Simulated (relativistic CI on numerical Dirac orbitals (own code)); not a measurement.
**Cu2+ in a cubic cluster: 3p photoemission with charge transfer**

Computed with a charge-transfer multiplet model of a cubic metal-ligand cluster with up to one ligand hole, Slater and spin-orbit integrals from Dirac-Coulomb-Breit ions, Slater integrals scaled by 0.8. The ground state mixes d9 with configurations of k ligand holes L, whose averages lie at kΔ + k(k − 1)U_dd/2; a core hole lowers each added d electron by U_cd. 20 K, Lorentzian 0.9 eV and Gaussian 0.8 eV FWHM.

Atomic integrals in eV (Slater integrals scaled, ζ unscaled), ground: F2dd 11.066, F4dd 6.905, zeta_d 0.099; with the core hole: F2dd 11.066, F4dd 6.905, zeta_d 0.108, zeta_core 1.726, F2cd 11.934, G1cd 14.725, G3cd 8.972.

Cluster parameters (eV): U_dd = 6.6, U_cd = 8.3, 10Dq = 0.35, 10Dq(ligand) = 0.9, V(eg) = 1.8, V(t2g) = -0.85, final-state hopping factor = 0.8.

```csv
Case,n_d,d9,d10L,S
Δ = 2.7 eV,9.22,0.78,0.22,0.50
Δ = 4.7 eV,9.11,0.89,0.11,0.50
Δ = 5.7 eV,9.08,0.92,0.08,0.50
Δ = 6.7 eV,9.06,0.94,0.06,0.50
Δ = 8.7 eV,9.04,0.96,0.04,0.50
```

Weights, n_d and S are thermal averages at 20 K. Binding energies count from the first peak over 30 % of the highest in each spectrum, which can be another peak from case to case. The parameters are a model scan and need not match a compound or its usual spin state. Peaks in eV (height, largest 100):
- Δ = 2.7 eV: 0.0 (100), 2.7 (68), 5.6 (15), 8.3 (43), 15.6 (26)
- Δ = 4.7 eV: 0.0 (100), 2.4 (58), 6.9 (49), 14.1 (31)
- Δ = 5.7 eV: 0.0 (100), 2.5 (44), 6.5 (48), 13.6 (32)
- Δ = 6.7 eV: 0.0 (100), 2.2 (38), 6.3 (46), 13.4 (34)
- Δ = 8.7 eV: 0.0 (100), 2.5 (37), 3.7 (37), 5.9 (61), 13.2 (38)

For the case Δ = 5.7 eV, Δ = 5.7 eV is smaller than U_dd = 6.6 eV, the charge-transfer side of the Zaanen-Sawatzky-Allen scheme. With the core hole the configuration with one ligand hole lies at Δ − U_cd = -5.6, -3.6, -2.6, -1.6, 0.4 eV from the one without, in the order of the table; where this is negative the screened configuration lies lower, though the effective hopping of about 1.4 eV (from the holes of the mixed ground state) mixes the two strongly wherever it is as large as the gap.
